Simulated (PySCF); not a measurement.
## Dipole moment and polarisability of `CC#Cc1ccsn1`

C6H5NS.
Geometry (GFN2-xTB, Å), atoms numbered from 1 in this order:
```xyz
13
C6H5NS angstrom
C     -3.1318   -0.0924    0.0364
C     -1.7005    0.0878    0.0509
C     -0.5062    0.2340    0.0612
C      0.8941    0.3923    0.0705
C      1.8146   -0.6634   -0.1834
C      3.0880   -0.1947   -0.1028
S      3.0613    1.4822    0.2731
N      1.4399    1.5630    0.3222
H     -3.4798   -0.2242   -0.9883
H     -3.4036   -0.9740    0.6170
H     -3.6204    0.7817    0.4658
H      1.5271   -1.6744   -0.4042
H      4.0131   -0.7173   -0.2363
```

Level: PBE0/def2-SVPD (PySCF), static field, nuclei fixed, core orbitals frozen in the response. The polarisability tensor in these axes (au):

```
x   154.28  14.75   1.63
y    14.75  83.38   5.43
z     1.63   5.43  59.21
```

**Question.** Diagonalise the tensor; give its mean and Δα, where Δα² is half the sum of the squared differences of the eigenvalues.

**Answer.** Principal values 58.02, 81.55 and 157.30 au; mean 98.96 au = 14.66 Å³ = 16.32 × 10⁻⁴⁰ C²·m²/J; Δα = 89.86 au (91 % of the mean).

**Question.** What is the dipole moment, and where does it point?

**Answer.** (-0.33, -2.32, -0.52) D, 2.40 D in size, pointing from the negative to the positive side. Measured along this direction, the outermost atoms are S7 at the negative end and H12 at the positive end.

**Question.** What would n − 1 = 2πNα be for an ideal gas of these molecules at 273.15 K and 1 atm, electronic part alone?

**Answer.** N = p/kT = 2.6868 × 10¹⁹ cm⁻³, so n − 1 = 2π × N × 14.66 × 10⁻²⁴ cm³ = 2475 × 10⁻⁶ at long wavelengths.

**Question.** Find the Langevin capture rate constant for H3O+ (19.018 u) meeting this molecule (123.014 u), k = 2.342 × 10⁻⁹ cm³/s × √(α in Å³ / reduced mass in u).

**Answer.** The reduced mass is 16.47 u, so k = 2.21 × 10⁻⁹ cm³/s. The formula leaves out the permanent dipole, which adds to the capture rate.

**Question.** Give the eigenvalues of the traceless quadrupole moment Θ = ½Σq(3rr − r²1), origin at the centre of nuclear charge.

**Answer.** -9.97, -6.61, 16.58 D·Å. The values depend on the origin, since the dipole doesn't vanish. The electronic extent ⟨r²⟩ about the same centre is 1463 bohr², a root-mean-square distance of 2.53 Å for the 64 electrons.

**Question.** Directions of the eigenvectors, and the extent of the frame along each?

**Answer.** Largest value along (0.98, 0.20, 0.03), where the nuclei span 7.30 Å; middle along (-0.20, 0.96, 0.22), 3.56 Å; least along (0.02, -0.22, 0.98), 1.73 Å. The response follows the extents in order.

**Question.** How large is μ²/3kT at 273 K beside α?

**Answer.** In Gaussian units μ²/3kT = 51.10 Å³ against 14.66 Å³, a ratio of 3.48; the Debye molar polarisation (4π/3)N_A(α + μ²/3kT) is 165.9 cm³/mol, leaving out the vibrational part.

Isolated species at its GFN2-xTB geometry, gas phase.
